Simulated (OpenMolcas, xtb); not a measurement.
# How methods differ on CH3BTe (SMILES B1C[Te]1)

CH3BTe has 6 atoms, charge 0, and is taken as a singlet. As SMILES, `B1C[Te]1`. The shape comes from GFN2-xTB, which is rough for such elements, and wasn't checked as a minimum.

Each level gives the HOMO–LUMO gap (eV). The values are calculated.

```json
{"level": "GFN0-xTB", "kind": "semi-empirical", "program": "xtb", "value (eV)": "3.59", "CPU time": "under 2 s"}
{"level": "HF/def2-SVP (core potential)", "kind": "Hartree–Fock", "program": "OpenMolcas", "value (eV)": "10.45", "CPU time": "4.4 s"}
{"level": "SVWN5/def2-SVP (core potential)", "kind": "LDA", "program": "OpenMolcas", "value (eV)": "3.17", "CPU time": "12 s"}
{"level": "BLYP/def2-SVP (core potential)", "kind": "GGA", "program": "OpenMolcas", "value (eV)": "3.23", "CPU time": "19 s"}
{"level": "revPBE/def2-SVP (core potential)", "kind": "GGA", "program": "OpenMolcas", "value (eV)": "3.27", "CPU time": "15 s"}
{"level": "TPSS/def2-SVP (core potential)", "kind": "meta-GGA", "program": "OpenMolcas", "value (eV)": "3.44", "CPU time": "21 s"}
{"level": "B3LYP/def2-SVP (core potential)", "kind": "global hybrid", "program": "OpenMolcas", "value (eV)": "4.65", "CPU time": "14 s"}
{"level": "B2PLYP/def2-SVP (core potential)", "kind": "double hybrid", "program": "OpenMolcas", "value (eV)": "7.02", "CPU time": "11 s"}
```

The values span 3.17 to 10.45 eV. Orbital gaps aren't excitation energies, and those of double hybrids come from the SCF part alone; they tend to grow with the share of exact exchange. CPU times are rough (shared hosts, several kinds of processor): they show what a rung costs within a factor of a few.
